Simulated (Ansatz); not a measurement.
```yaml
crystal:
  periodic: [false, false, false]
  atoms:
    - {symbol: Bi, position_ang: [-1.087064, -0.215363, 1.269811]}
    - {symbol: Bi, position_ang: [1.562452, -0.621543, 0.113724]}
    - {symbol: Bi, position_ang: [-0.475388, 0.836907, -1.383534]}
basis:
  gaussian: {orbitals: def2-TZVPD}
magnetization: {spin_polarized: false, initial_magnetization: 1}
hamiltonian: {xc: {name: LC-wPBE}}
scf: {lower_state_search: full}
```

```sh
$ ansatz run in.yaml --threads 2 --pin off --events-out ev --progress --plain --max-ram 4352MiB
```

Shortened log:

```
Functional definition: LC-wPBE
1119 factors; their error is unknown
567 factors; integrals over basis functions are off by at most 2.9e-5 eV
mean field evaluation 1: about -17525.2052 eV, gradient 8.5e0 eV
mean field evaluation 2: about -17525.2551 eV, gradient 1.0e1 eV
mean field evaluation 4: about -17525.5469 eV, gradient 8.4e-1 eV
mean field evaluation 8: about -17525.5501 eV, gradient 8.6e-2 eV
mean field evaluation 16: about -17525.5456 eV, gradient 4.8e-3 eV
mean field evaluation 32: about -17525.5492 eV, gradient 3.7e-1 eV
mean field evaluation 64: about -17484.8546 eV, gradient 1.9e2 eV
mean field evaluation 96: about -17525.6381 eV, gradient 9.9e-3 eV
mean field evaluation 128: about -17525.6381 eV, gradient 1.5e-4 eV
mean field evaluation 160: about -17503.0447 eV, gradient 7.4e1 eV
mean field evaluation 192: about -17525.4759 eV, gradient 5.2e0 eV
mean field evaluation 224: about -17525.6406 eV, gradient 4.1e-1 eV
mean field evaluation 256: about -17525.6381 eV, gradient 1.9e-3 eV
mean field -17525.63811656 eV, -644.0553214793 hartree, gradient 6.3e-6 eV, S^2 0.750000; 12 other end points of the search recorded, 0 dependent functions left out
reference -17525.63811656 eV, -644.0553214794 hartree; 35, 34 occupied and 133, 134 virtual orbitals, 1119 factors
Total energy: -17525.63811656 eV, -644.0553214794 hartree
```

Hardware: 2 threads of Intel Xeon 6975P-C on a shared host. Wall time 35 s, peak host memory 0.69 GiB.

In the def2 sets Bi takes a core potential; there is no spin–orbit coupling. LC-ωPBE has ω = 0.4 bohr⁻¹.

With spin_polarized false and unpaired electrons the run is restricted open-shell.
